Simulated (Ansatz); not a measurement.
Pulling on the Si1–Cl2 bond in SiCl (multiplicity 2 held). Energies count from the point at 2.084 Å.


U- levels take the lowest unrestricted solution at each point, which mixes spins at long bonds. Active spaces are followed from rest. Curves can end on different states.

Cores are frozen in the correlated methods.

The values were computed with Ansatz (Gaussian basis) for Hartree–Fock, density functionals and correlated methods. 

Energies in kcal/mol.

```json
[
 {"R (Å)": "1.667", "U-PBE/cc-pV(T+d)Z": "61.7", "U-wB97X-V/cc-pV(T+d)Z": "59.4", "U-MP2/cc-pV(T+d)Z": "61.4", "FIC-MRCISD+Q on CASSCF(11,8)/cc-pV(T+d)Z": "62.4"},
 {"R (Å)": "1.875", "U-PBE/cc-pV(T+d)Z": "10.7", "U-wB97X-V/cc-pV(T+d)Z": "9.3", "U-MP2/cc-pV(T+d)Z": "9.9", "FIC-MRCISD+Q on CASSCF(11,8)/cc-pV(T+d)Z": "10.5"},
 {"R (Å)": "2.084", "U-PBE/cc-pV(T+d)Z": "0.0", "U-wB97X-V/cc-pV(T+d)Z": "0.0", "U-MP2/cc-pV(T+d)Z": "0.0", "FIC-MRCISD+Q on CASSCF(11,8)/cc-pV(T+d)Z": "0.0"},
 {"R (Å)": "2.292", "U-PBE/cc-pV(T+d)Z": "5.5", "U-wB97X-V/cc-pV(T+d)Z": "7.2", "U-MP2/cc-pV(T+d)Z": "6.9", "FIC-MRCISD+Q on CASSCF(11,8)/cc-pV(T+d)Z": "6.3"},
 {"R (Å)": "2.500", "U-PBE/cc-pV(T+d)Z": "17.1", "U-wB97X-V/cc-pV(T+d)Z": "20.4", "U-MP2/cc-pV(T+d)Z": "20.1", "FIC-MRCISD+Q on CASSCF(11,8)/cc-pV(T+d)Z": "18.8"},
 {"R (Å)": "2.813", "U-PBE/cc-pV(T+d)Z": "36.6", "U-wB97X-V/cc-pV(T+d)Z": "42.5", "U-MP2/cc-pV(T+d)Z": "42.2", "FIC-MRCISD+Q on CASSCF(11,8)/cc-pV(T+d)Z": "39.8"},
 {"R (Å)": "3.126", "U-PBE/cc-pV(T+d)Z": "54.1", "U-wB97X-V/cc-pV(T+d)Z": "62.8", "U-MP2/cc-pV(T+d)Z": "68.9", "FIC-MRCISD+Q on CASSCF(11,8)/cc-pV(T+d)Z": "58.7"},
 {"R (Å)": "3.646", "U-PBE/cc-pV(T+d)Z": "74.6", "U-wB97X-V/cc-pV(T+d)Z": "86.6", "U-MP2/cc-pV(T+d)Z": "93.0", "FIC-MRCISD+Q on CASSCF(11,8)/cc-pV(T+d)Z": "82.0"},
 {"R (Å)": "4.167", "U-PBE/cc-pV(T+d)Z": "85.5", "U-wB97X-V/cc-pV(T+d)Z": "97.4", "U-MP2/cc-pV(T+d)Z": "98.3", "FIC-MRCISD+Q on CASSCF(11,8)/cc-pV(T+d)Z": "92.2"},
 {"R (Å)": "4.793", "U-PBE/cc-pV(T+d)Z": "91.8", "U-wB97X-V/cc-pV(T+d)Z": "102.2", "U-MP2/cc-pV(T+d)Z": "99.8", "FIC-MRCISD+Q on CASSCF(11,8)/cc-pV(T+d)Z": "94.9"},
 {"R (Å)": "5.626", "U-PBE/cc-pV(T+d)Z": "94.7", "U-wB97X-V/cc-pV(T+d)Z": "103.4", "U-MP2/cc-pV(T+d)Z": "100.2", "FIC-MRCISD+Q on CASSCF(11,8)/cc-pV(T+d)Z": "95.5"},
 {"R (Å)": "6.668", "U-PBE/cc-pV(T+d)Z": "96.0", "U-wB97X-V/cc-pV(T+d)Z": "103.6", "U-MP2/cc-pV(T+d)Z": "100.3", "FIC-MRCISD+Q on CASSCF(11,8)/cc-pV(T+d)Z": "95.6"},
 {"R (Å)": "8.335", "U-PBE/cc-pV(T+d)Z": "96.9", "U-wB97X-V/cc-pV(T+d)Z": "103.6", "U-MP2/cc-pV(T+d)Z": "100.4", "FIC-MRCISD+Q on CASSCF(11,8)/cc-pV(T+d)Z": "95.7"}
]
```

Doubts at one or more of the structures used: a spin-contaminated determinant (U-PBE/cc-pV(T+d)Z, U-wB97X-V/cc-pV(T+d)Z, U-MP2/cc-pV(T+d)Z).

Ansatz is a program for electronic structure.
